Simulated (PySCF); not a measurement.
## Steps of a relaxation of [Er(NH3)4]3+

[Er(NH3)4]3+ (singlet in the valence; each metal's 4f electrons, 11 of them, lie in its core potential, out of spins and levels). PySCF 2.14.0, RKS TPSS, Er lcecp-1-SVP with ECP57, N def2-SVP, H def2-SVP; non-relativistic Hamiltonian with scalar-relativistic core potentials where named; density fitting; no spin-orbit coupling. Origin of the start: displaced along the imaginary mode. Columns: position (Å) and force (eV/Å). Energies are counted from the last step; some of the 4 steps are shown. Forces carry noise of the integration grid, about 0.01 to 0.03 eV/Å.

Run from Python with OMP_NUM_THREADS=4. Where DIIS fails, smearing, a level shift and second-order steps follow.
It took 51 s on 4 threads of Intel(R) Xeon(R) Processor @ 2.70GHz (shared host), from the converged density of the start.

```xyz
17
step 0  E = 0.090 eV
Er    0.0000    0.0000    0.0016     0.00    0.00    0.04
N     1.4045    1.3939    1.3914     0.51    0.49    0.52
H     1.4544    1.1009    2.4183     0.03    0.38   -0.95
H     2.4292    1.4351    1.0913    -0.92    0.05    0.38
H     1.1121    2.4207    1.4358     0.37   -0.93    0.04
N    -1.4045   -1.3939    1.3914    -0.51   -0.49    0.52
H    -1.4544   -1.1009    2.4183    -0.03   -0.38   -0.95
H    -2.4292   -1.4351    1.0913     0.92   -0.05    0.38
H    -1.1121   -2.4207    1.4358    -0.37    0.93    0.04
N     1.3915   -1.3989   -1.3990     0.03   -0.03   -0.03
H     2.0672   -2.0095   -0.8919    -0.03    0.02   -0.03
H     0.8795   -2.0730   -2.0072     0.03    0.03    0.03
H     1.9996   -0.8909   -2.0762    -0.03   -0.03    0.03
N    -1.3915    1.3989   -1.3990    -0.03    0.03   -0.03
H    -2.0672    2.0095   -0.8919     0.03   -0.02   -0.03
H    -0.8795    2.0730   -2.0072    -0.03   -0.03    0.03
H    -1.9996    0.8909   -2.0762     0.03    0.03    0.03
```

```xyz
17
step 1  E = 0.000 eV
Er    0.0000    0.0000    0.0004     0.00    0.00    0.02
N     1.4051    1.3942    1.3912     0.03    0.03    0.03
H     1.4646    1.1204    2.3944    -0.02   -0.02   -0.01
H     2.4068    1.4456    1.1103    -0.01   -0.01   -0.02
H     1.1322    2.3980    1.4451    -0.02   -0.01   -0.01
N    -1.4051   -1.3942    1.3912    -0.03   -0.03    0.03
H    -1.4646   -1.1204    2.3944     0.02    0.02   -0.01
H    -2.4068   -1.4456    1.1103     0.01    0.01   -0.02
H    -1.1322   -2.3980    1.4451     0.02    0.01   -0.01
N     1.3918   -1.3994   -1.3999     0.00    0.00    0.00
H     2.0674   -2.0090   -0.8939     0.00    0.00    0.00
H     0.8808   -2.0735   -2.0072     0.00    0.00    0.00
H     1.9989   -0.8925   -2.0771     0.00    0.00    0.00
N    -1.3918    1.3994   -1.3999     0.00    0.00    0.00
H    -2.0674    2.0090   -0.8939     0.00    0.00    0.00
H    -0.8808    2.0735   -2.0072     0.00    0.00    0.00
H    -1.9989    0.8925   -2.0771     0.00    0.00    0.00
```

```xyz
17
step 2  E = 0.000 eV
Er    0.0000    0.0000    0.0010     0.00    0.00    0.02
N     1.4056    1.3945    1.3916     0.01    0.01    0.01
H     1.4639    1.1187    2.3942    -0.01   -0.01   -0.01
H     2.4066    1.4448    1.1087    -0.01    0.00   -0.01
H     1.1306    2.3976    1.4446     0.00   -0.01    0.00
N    -1.4056   -1.3945    1.3916    -0.01   -0.01    0.01
H    -1.4639   -1.1187    2.3942     0.01    0.01   -0.01
H    -2.4066   -1.4448    1.1087     0.01    0.00   -0.01
H    -1.1306   -2.3976    1.4446     0.00    0.01    0.00
N     1.3914   -1.3993   -1.3995     0.00    0.00    0.00
H     2.0679   -2.0082   -0.8935     0.00    0.00    0.00
H     0.8804   -2.0742   -2.0059     0.00    0.00    0.00
H     1.9978   -0.8924   -2.0775     0.00    0.00    0.00
N    -1.3914    1.3993   -1.3995     0.00    0.00    0.00
H    -2.0679    2.0082   -0.8935     0.00    0.00    0.00
H    -0.8804    2.0742   -2.0059     0.00    0.00    0.00
H    -1.9978    0.8924   -2.0775     0.00    0.00    0.00
```

**Question.** Where does the relaxation end?

**Answer.** It converges at step 3 in C2:
```xyz
17
step 3  E = 0
Er    0.0000    0.0000    0.0018
N     1.4059    1.3946    1.3917
H     1.4640    1.1173    2.3936
H     2.4063    1.4446    1.1074
H     1.1296    2.3972    1.4445
N    -1.4059   -1.3946    1.3917
H    -1.4640   -1.1173    2.3936
H    -2.4063   -1.4446    1.1074
H    -1.1296   -2.3972    1.4445
N     1.3910   -1.3993   -1.3991
H     2.0688   -2.0068   -0.8933
H     0.8800   -2.0754   -2.0041
H     1.9959   -0.8924   -2.0784
N    -1.3910    1.3993   -1.3991
H    -2.0688    2.0068   -0.8933
H    -0.8800    2.0754   -2.0041
H    -1.9959    0.8924   -2.0784
```

**Question.** How did the contacts change?

**Answer.** 
```tsv
contact	start (Å)	end (Å)
Er1–N2 (NH3)	2.418	2.419
Er1–N6 (NH3)	2.418	2.419
Er1–N10 (NH3)	2.420	2.420
Er1–N14 (NH3)	2.420	2.420
```


No frequency check is given that shows the relaxed geometry to be a minimum. An lcecp potential fixes the number of 4f electrons, so in runs with it no electron can move into or out of that shell.
